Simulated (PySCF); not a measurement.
Computed with PBE0-D3(BJ)/def2-SVP geometry optimisation, gas phase in PySCF 2.14.0. One conformer each, none proved a minimum here. Atom numbers follow the mapped SMILES.

Question: Rank these C–C bonds from shortest to longest.
A. C2–C5 in `[F:1][C:2]([F:3])([F:4])[C:5]([F:6])([F:7])[Br:8]`
B. C5–C6 in `[CH3:1][N+:2]1([CH3:3])[AlH2-:4][CH2:5][CH2:6][C@@H:7]1[O:8][GeH3:9]` with C6–C7–O8–Ge9 64°, C1–N2–Al4–C5 -94°, N2–Al4–C5–C6 1°, Al4–C5–C6–C7 -28°, C5–C6–C7–O8 175°
C. C1–C2 in `[CH:1]#[C:2][Si@@H:3]1[CH2:4][CH2:5][C@H:6]1[C:7]([F:8])([F:9])[F:10]` with C2–Si3–C4–C5 -93°, Si3–C4–C5–C6 -19°, C4–C5–C6–C7 -97°, C2–Si3–C6–C5 97°
D. C4–C5 in `[CH3:1][CH:2]=[C:3]=[C:4]([CH3:5])[O:6][CH3:7]` with C3–C4–O6–C7 134°

Answer: C (1.217 Å), D (1.500 Å), B (1.533 Å), A (1.547 Å).

- 1.217 Å: drawn triple, terminal alkyne carbon to alkyne carbon
- 1.500 Å: drawn single, outer carbon of cumulated double bonds to methyl carbon
- 1.533 Å: drawn single, both ends ring CH2 carbon, in a 5-membered ring
- 1.547 Å: drawn single, CF3 carbon to CF2 carbon

Question: Order these C–C–C angles, narrowest first.
A. C2–C3–C4 in `[CH3:1][CH:2]=[C:3]=[C:4]([CH3:5])[O:6][CH3:7]` with C3–C4–O6–C7 134°
B. C5–C6–C7 in `[CH:1]#[C:2][Si@@H:3]1[CH2:4][CH2:5][C@H:6]1[C:7]([F:8])([F:9])[F:10]` with C2–Si3–C4–C5 -93°, Si3–C4–C5–C6 -19°, C4–C5–C6–C7 -97°, C2–Si3–C6–C5 97°
C. C5–C6–C7 in `[CH3:1][N+:2]1([CH3:3])[AlH2-:4][CH2:5][CH2:6][C@@H:7]1[O:8][GeH3:9]` with C6–C7–O8–Ge9 64°, C1–N2–Al4–C5 -94°, N2–Al4–C5–C6 1°, Al4–C5–C6–C7 -28°, C5–C6–C7–O8 175°

Answer: C (110.7°), B (113.7°), A (177.0°).
